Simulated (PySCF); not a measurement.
# Radial density of Tc⁺ (technetium, charge +1)

r2SCAN, [Kr] 4d5 5s1, high-spin 7S determinant. All numbers are calculated (PySCF 2.14, scalar relativity through the core potential, in aug-cc-pVDZ-PP with ECP28MDF (5s5p4d2f, 54 functions)). This is the valence pseudo-density: the core potential removes the inner electrons and smooths the orbitals near the nucleus.

```json
{"r (bohr)": "0.0234", "4πr²ρ (e/bohr)": "1.009e-05", "4πr²(ρα − ρβ)": "0.0000"}
{"r (bohr)": "0.0393", "4πr²ρ (e/bohr)": "2.656e-05", "4πr²(ρα − ρβ)": "0.0000"}
{"r (bohr)": "0.0661", "4πr²ρ (e/bohr)": "7.139e-05", "4πr²(ρα − ρβ)": "0.0000"}
{"r (bohr)": "0.111", "4πr²ρ (e/bohr)": "0.0003184", "4πr²(ρα − ρβ)": "0.0001"}
{"r (bohr)": "0.187", "4πr²ρ (e/bohr)": "0.003492", "4πr²(ρα − ρβ)": "0.0011"}
{"r (bohr)": "0.315", "4πr²ρ (e/bohr)": "0.07539", "4πr²(ρα − ρβ)": "0.0235"}
{"r (bohr)": "0.529", "4πr²ρ (e/bohr)": "1.925", "4πr²(ρα − ρβ)": "0.3938"}
{"r (bohr)": "0.891", "4πr²ρ (e/bohr)": "11.24", "4πr²(ρα − ρβ)": "2.4042"}
{"r (bohr)": "1.50", "4πr²ρ (e/bohr)": "7.408", "4πr²(ρα − ρβ)": "3.2141"}
{"r (bohr)": "2.52", "4πr²ρ (e/bohr)": "1.532", "4πr²(ρα − ρβ)": "1.3715"}
{"r (bohr)": "4.24", "4πr²ρ (e/bohr)": "0.2141", "4πr²(ρα − ρβ)": "0.2137"}
{"r (bohr)": "7.13", "4πr²ρ (e/bohr)": "0.002848", "4πr²(ρα − ρβ)": "0.0028"}
{"r (bohr)": "12.0", "4πr²ρ (e/bohr)": "2.582e-05", "4πr²(ρα − ρβ)": "0.0000"}
```

Energies and moments cover only the electrons outside the core potential.
